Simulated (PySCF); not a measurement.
Radial density of Sn²⁺ (tin, charge +2)

UHF, [Kr] 4d10 5s2, closed-shell 1S. Calculation: PySCF 2.14, in aug-cc-pwCVDZ-PP with ECP28MDF (6s5p4d1f, 48 functions); scalar relativity through the core potential. This is the valence pseudo-density: the core potential removes the inner electrons and smooths the orbitals near the nucleus.

```csv
r (bohr),4πr²ρ (e/bohr)
0.00821,2.326e-05
0.0138,6.214e-05
0.0232,0.0001508
0.0391,0.0002982
0.0657,0.0005990
0.111,0.003993
0.186,0.05264
0.313,0.9356
0.526,11.35
0.885,21.99
1.49,6.371
2.50,1.185
4.21,0.07704
7.08,0.0002065
```

Energies and moments cover only the electrons outside the core potential.
